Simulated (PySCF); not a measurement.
Te(H)(SH) (H₂STe), SMILES S[TeH]. Atoms are numbered in the order given.

```xyz
4

Te     0.2646    -0.3347     0.3989
H      0.3054    -1.6876    -0.6008
S     -0.7515     1.1384    -1.2041
H     -2.0416     0.8787    -0.8768
```

Geometry: PBE-D3(BJ)/def2-TZVP. The def2 effective core potentials stand for the cores of Te; spin–orbit coupling is left out.

These are PySCF with PBE/def2-TZVPD values and carry that method's errors.

Mulliken values depend strongly on the basis, most of all with diffuse functions as here. ESP charges are fitted to the potential on shells at 1.4 to 2.0 van der Waals radii. Atomic charges (e):

| atom | Mulliken | ESP fit |
|---|---|---|
| Te1 | 0.08 | 0.01 |
| H2 | 0.08 | 0.04 |
| S3 | -0.38 | -0.20 |
| H4 | 0.21 | 0.14 |
